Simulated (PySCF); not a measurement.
Job file and geometry (Å, from GFN2-xTB) of an NMR shielding run on SMILES O=Cc1snnc1[SiH3], C₃H₄N₂OSSi, PySCF 2.14.0, density-fitted response routines, GIAO PBE0/pcSseg-1 NMR shielding, non-relativistic, gas phase; density fitting, a coarse starting grid and PySCF grid level 2 are the driver's defaults:

```
{"job": {"kind": "nmr", "xc": "PBE0", "basis": "pcSseg-1"}, "charge": 0, "multiplicity": 1}
O     -0.193536    -1.991517    -0.684346
C      0.892290    -1.458339    -0.678412
C      1.069078    -0.105864    -0.223129
S      2.524204     0.813559    -0.141934
N      1.688939     2.103625     0.464235
N      0.454201     1.900177     0.602468
C      0.024855     0.685955     0.239352
Si    -1.763103     0.082012     0.329344
H      1.799949    -1.982353    -1.021970
H     -2.191385    -0.226251    -1.030201
H     -1.800542    -1.046978     1.251866
H     -2.503750     1.225288     0.866699
```

Question: Write the output of this run.

Answer: 
```
coarse grid: 12200 points
cycle   1  E = -988.2279670473  dE =  1.593e+00  |g| = 7.832e-01  |ddm| = 3.772e+00
cycle   2  E = -987.6604862705  dE =  5.675e-01  |g| = 1.807e+00  |ddm| = 3.186e+00
cycle   3  E = -988.3520885264  dE = -6.916e-01  |g| = 9.345e-02  |ddm| = 2.572e+00
cycle   4  E = -988.3534898825  dE = -1.401e-03  |g| = 5.440e-02  |ddm| = 1.395e-01
cycle   5  E = -988.3539747433  dE = -4.849e-04  |g| = 2.337e-02  |ddm| = 5.790e-02
cycle   6  E = -988.3540800282  dE = -1.053e-04  |g| = 5.605e-03  |ddm| = 2.412e-02
cycle   7  E = -988.3540848643  dE = -4.836e-06  |g| = 3.275e-03  |ddm| = 7.600e-03
cycle   8  E = -988.3540873706  dE = -2.506e-06  |g| = 6.781e-04  |ddm| = 4.130e-03
final grid: 111976 points
cycle   9  E = -988.4105193980  dE = -1.551e-07  |g| = 1.238e-02  |ddm| = 3.049e-02
cycle  10  E = -988.4104110437  dE =  1.084e-04  |g| = 2.555e-02  |ddm| = 3.206e-02
cycle  11  E = -988.4105505752  dE = -1.395e-04  |g| = 1.564e-03  |ddm| = 2.367e-02
cycle  12  E = -988.4105511569  dE = -5.817e-07  |g| = 3.665e-04  |ddm| = 1.996e-03
cycle  13  E = -988.4105511794  dE = -2.258e-08  |g| = 2.055e-04  |ddm| = 5.550e-04
cycle  14  E = -988.4105511888  dE = -9.419e-09  |g| = 5.561e-05  |ddm| = 2.763e-04
cycle  15  E = -988.4105511896  dE = -7.155e-10  |g| = 1.547e-05  |ddm| = 6.836e-05
converged SCF energy = -988.4105511896

GIAO shielding tensors (ppm)
atom      isotropic    diamagn.    paramagn.     s11        s22        s33       span
  0 O     -330.398     403.559    -733.956   -970.936   -375.958    355.701   1326.637
  1 C        0.256     243.024    -242.768    -86.743    -19.326    106.839    193.582
  2 C       19.205     271.920    -252.715    -53.747     11.966     99.396    153.144
  3 S      -60.762    1057.100   -1117.862   -557.896    123.752    251.857    809.754
  4 N     -220.232     320.970    -541.201   -570.102   -196.699    106.105    676.207
  5 N     -223.327     325.743    -549.070   -628.106   -203.100    161.226    789.333
  6 C       23.329     253.055    -229.726    -50.471      7.093    113.365    163.836
  7 Si     427.191     880.106    -452.914    417.968    423.123    440.484     22.516
  8 H       20.928      27.115      -6.187     17.174     21.758     23.852      6.677
  9 H       26.896      29.204      -2.308     23.440     25.874     31.372      7.932
 10 H       26.894      29.204      -2.310     23.436     25.875     31.372      7.936
 11 H       26.631      28.618      -1.988     22.495     25.293     32.105      9.610
```

Question: Turn these shieldings into chemical shifts. Shifts are taken against calculated references (same method and geometry level): 17O (σ = 336.08 ppm) against H2O; 13C (σ = 186.93 ppm) and 29Si (σ = 349.16 ppm) and 1H (σ = 31.72 ppm) vs TMS; CS2 for 33S (σ = 503.73 ppm); 15N (σ = 267.73 ppm) against NH3.

Answer: Averaging equivalent atoms: O 0: 666.5; C 1: 186.7; C 2: 167.7; C 6: 163.6; S 3: 564; N 5: 491.1; N 4: 488.0; Si 7: -78.0; H 8: 10.79; H 9/10/11: 4.91 ppm. Unscaled 17O shifts of doubly bonded oxygen tend to come out too high, by tens of ppm or more. Experimental scales use liquid or dissolved standards, which lie at an offset from isolated NH3 (liquid NH3: subtract about 20 ppm) and H2O (liquid H2O: subtract about 36 ppm). Unscaled 15N shifts of sp2 nitrogen come out 20 to 40 ppm too high even then.

Size and cost of the density-fitted run: 170 basis functions, about 60 core-seconds.
